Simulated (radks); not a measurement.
Mo II, 41 electrons, occupied as [Kr] 4d5.

All-electron calculation, non-relativistic Kohn-Sham, exchange-only LDA, spin-polarised, spherical densities, point nucleus; open shells are filled with parallel spins first (spin-orbit coupling, left out, can overturn this in heavy ions); relativity is left out, which matters for an element this heavy. Program: a radial shooting solver on a logarithmic mesh with Libxc functionals.

Energy parts (hartree):
part                   energy
total             -3969.08082
kinetic            3969.08082
electron-nucleus  -9452.58096
Hartree            1627.75082
exchange           -113.33149

Orbitals (lengths in bohr, moments of r in powers of bohr):
orbital  occ.  eigenvalue (hartree)     <r^2>   <1/r>      <r>
1s down     1             -709.3648  0.001767   41.44  0.03634
1s up       1             -709.3643  0.001767   41.44  0.03634
2s up       1             -98.66563   0.02968   9.338   0.1589
2s down     1             -98.64657   0.02967   9.339   0.1589
2p up       3             -90.94940   0.02258   9.339   0.1361
2p down     3             -90.93507   0.02258   9.340   0.1361
3s up       1             -16.85328    0.2235   3.234   0.4419
3s down     1             -16.83970    0.2233   3.235   0.4417
3p up       3             -13.88706    0.2217   3.145   0.4366
3p down     3             -13.87218    0.2214   3.146   0.4364
3d up       5              -8.43229    0.2072   2.967   0.4152
3d down     5              -8.41221    0.2067   2.968   0.4148
4s up       1              -2.46958     1.476   1.191    1.140
4s down     1              -2.35282     1.451   1.203    1.131
4p up       3              -1.63025     1.812   1.070    1.256
4p down     3              -1.50362     1.773   1.084    1.242
4d up       5              -0.39906     4.315  0.7177    1.880
4d down     0              -0.25299     4.627  0.7181    1.919

The highest occupied level is 4d up at -10.859 eV. The electron density at the nucleus is 5.152e+04 e/bohr^3. Virial ratio -V/T = 2.00000. The spin density at the nucleus is -2.184 e/bohr^3 (1s -0.035, 2s -0.392, 3s -0.043, 4s -1.714). Spin moment in Bohr magnetons: 5. Summed over all electrons, <r^2> = 39.30 bohr^2, which gives a Langevin (diamagnetic) susceptibility term of -31.1 x 10^-6 cm^3/mol.
